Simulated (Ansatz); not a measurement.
Geometry optimisation, RKS PBE0-D4/STO-3G (Ansatz).

Input:

```yaml
crystal:
  periodic: [false, false, false]
  atoms:
    - { symbol: Si, position_ang: [0.0, 0.0, 0.0] }
    - { symbol: "N", position_ang: [0.0, 0.0, 1.82] }
    - { symbol: H, position_ang: [-0.877, -0.2713, 2.35] }
    - { symbol: H, position_ang: [0.877, 0.2713, 2.35] }
    - { symbol: O, position_ang: [1.5842, 0.0, -0.5594] }
    - { symbol: C, position_ang: [2.3503, -1.1632, -0.836] }
    - { symbol: H, position_ang: [1.7187, -1.9052, -1.3675] }
    - { symbol: H, position_ang: [3.2179, -0.8926, -1.4733] }
    - { symbol: H, position_ang: [2.7141, -1.6023, 0.1163] }
    - { symbol: C, position_ang: [-0.8808, 1.5259, -0.6227] }
    - { symbol: H, position_ang: [-1.9334, 1.2723, -0.8671] }
    - { symbol: H, position_ang: [-0.8624, 2.3106, 0.1622] }
    - { symbol: H, position_ang: [-0.3704, 1.9025, -1.5336] }
    - { symbol: C, position_ang: [-0.8808, -1.5259, -0.6227] }
    - { symbol: H, position_ang: [-1.3804, -2.0377, 0.2261] }
    - { symbol: H, position_ang: [-1.6409, -1.2332, -1.3768] }
    - { symbol: H, position_ang: [-0.1449, -2.2146, -1.0879] }
basis:
  gaussian: { orbitals: STO-3G }
hamiltonian:
  xc: pbe0
  dispersion: d4
relax:
  f_tol: 0.02
  max_steps: 40
```

Launched with:

```bash
$ ansatz run input.yaml --threads 1 --pin off --max-ram 2048MiB --backend cpu --events-out ev --progress --plain --runs-dir out
```

Problem. Where does it end, and by what steps?

Solution. The forces met the threshold. Limits of this set-up: minimal basis. After 19 steps the energy has fallen by 0.811 eV; H15 moved furthest, 0.95 Å.

| step | energy less start (eV) | largest force component (eV/Å) | accepted |
| --- | --- | --- | --- |
| 0 | 0.0000 | 2.616 | yes |
| 1 | -0.4796 | 1.480 | yes |
| 2 | -0.6002 | 0.366 | yes |
| 3 | -0.6537 | 1.300 | yes |
| 4 | -0.7106 | 0.766 | yes |
| 5 | -0.7511 | 0.487 | yes |
| 6 | -0.7606 | 0.672 | yes |
| 7 | -0.7815 | 0.266 | yes |
| 8 | -0.7877 | 0.078 | yes |
| 9 | -0.7918 | 0.155 | yes |
| 10 | -0.7956 | 0.174 | yes |
| 11 | -0.7996 | 0.174 | yes |
| 12 | -0.7968 | 0.404 | no |
| 13 | -0.8047 | 0.060 | yes |
| 14 | -0.8070 | 0.100 | yes |
| 15 | -0.8093 | 0.071 | yes |
| 16 | -0.8101 | 0.064 | yes |
| 17 | -0.8107 | 0.035 | yes |
| 18 | -0.8109 | 0.037 | yes |
| 19 | -0.8110 | 0.019 | yes |

```xyz
17
Properties=species:S:1:pos:R:3
Si 0.011 -0.065 -0.118
N 0.380 -0.340 1.580
H -0.400 -0.814 2.083
H 0.551 0.542 2.107
O 1.489 0.098 -0.962
C 2.346 -1.047 -0.732
H 1.994 -1.965 -1.249
H 3.347 -0.807 -1.135
H 2.462 -1.297 0.343
C -0.873 1.543 -0.473
H -1.862 1.567 -0.005
H -0.305 2.400 -0.101
H -1.011 1.680 -1.549
C -0.998 -1.534 -0.688
H -2.004 -1.507 -0.258
H -1.104 -1.542 -1.777
H -0.533 -2.478 -0.389
```

Whether the end is a true minimum wasn't checked by a vibrational analysis.

Time of the run: 98 s on 1 thread of Arm Neoverse V1, on a shared host, peak memory 0.15 GiB.
